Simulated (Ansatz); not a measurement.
Conformers of C₉H₂₀ (`CCCCCCCCC`), each relaxed with PBE0-D4/def2-TZVP in Ansatz. CBS adds the triple-zeta coupled-cluster correction to the MP2 limit.

Not all of them had a frequency check.

Conformer A:

Z-matrix (Å, degrees):
```
C
C 1 1.520
H 1 1.092 2 111.2
H 1 1.094 2 111.1 3 -120.0
H 1 1.093 2 111.9 3 120.0
C 2 1.525 1 113.9 3 175.8
H 2 1.095 1 109.2 3 54.5
H 2 1.095 1 109.5 3 -60.8
C 6 1.524 2 115.2 1 59.6
H 6 1.096 2 108.7 1 -62.7
H 6 1.096 2 108.8 1 -177.9
C 9 1.521 6 114.0 2 60.7
H 9 1.095 6 109.5 2 -62.8
H 9 1.097 6 108.7 2 -177.7
C 12 1.525 9 113.9 6 173.1
H 12 1.095 9 109.9 6 -63.6
H 12 1.097 9 108.9 6 51.7
C 15 1.524 12 115.2 9 59.8
H 15 1.096 12 108.8 9 -62.6
H 15 1.096 12 108.8 9 -177.8
C 18 1.520 15 114.4 12 59.7
H 18 1.096 15 109.9 12 -63.5
H 18 1.096 15 108.6 12 -178.6
C 21 1.519 18 112.7 15 176.9
H 21 1.095 18 109.8 15 -61.1
H 21 1.097 18 109.2 15 54.6
H 24 1.092 21 111.7 18 179.9
H 24 1.094 21 111.0 18 59.7
H 24 1.094 21 111.1 18 -59.8
```

Conformer B:

Cartesian coordinates in Å:
```
C 2.819 1.334 -0.377
C 1.853 1.569 -1.525
C 1.458 0.299 -2.272
C 0.796 -0.776 -1.418
C -0.484 -0.330 -0.732
C -1.168 -1.455 0.033
C -2.414 -1.028 0.812
C -2.170 -0.671 2.275
C -1.210 0.484 2.511
H 3.130 2.277 0.078
H 2.372 0.724 0.412
H 3.721 0.817 -0.719
H 2.304 2.264 -2.241
H 0.955 2.072 -1.150
H 2.353 -0.126 -2.742
H 0.781 0.567 -3.091
H 1.502 -1.137 -0.660
H 0.578 -1.643 -2.052
H -0.272 0.502 -0.055
H -1.180 0.065 -1.482
H -1.434 -2.240 -0.683
H -0.449 -1.916 0.722
H -3.152 -1.835 0.786
H -2.883 -0.177 0.303
H -3.133 -0.437 2.742
H -1.793 -1.561 2.794
H -1.140 0.722 3.575
H -0.201 0.251 2.163
H -1.540 1.387 1.990
```

**Question.** Which is lowest in electronic energy at CCSD(T)/CBS (frozen core, def2 sets), and by how much? (Estimate.)

**Answer.** The calculation gave: A; B lies 7.7 kJ/mol higher.

**Question.** Give the energies relative to A (kJ/mol) with PBE-D4/def2-TZVPP, r2SCAN-D4/def2-TZVPP, PBE0-D4/def2-TZVPP, HF/def2-TZVPP, SCS-MP2/def2-TZVPP, CCSD(T)/def2-TZVPP, HF/def2-QZVPP. (Estimate.)

**Answer.** Ansatz gave: 
```json
{"level": "PBE-D4/def2-TZVPP", "B": "7.1"}
{"level": "r2SCAN-D4/def2-TZVPP", "B": "7.6"}
{"level": "PBE0-D4/def2-TZVPP", "B": "7.5"}
{"level": "HF/def2-TZVPP", "B": "7.1"}
{"level": "SCS-MP2/def2-TZVPP", "B": "7.8"}
{"level": "CCSD(T)/def2-TZVPP", "B": "7.8"}
{"level": "HF/def2-QZVPP", "B": "7.0"}
```
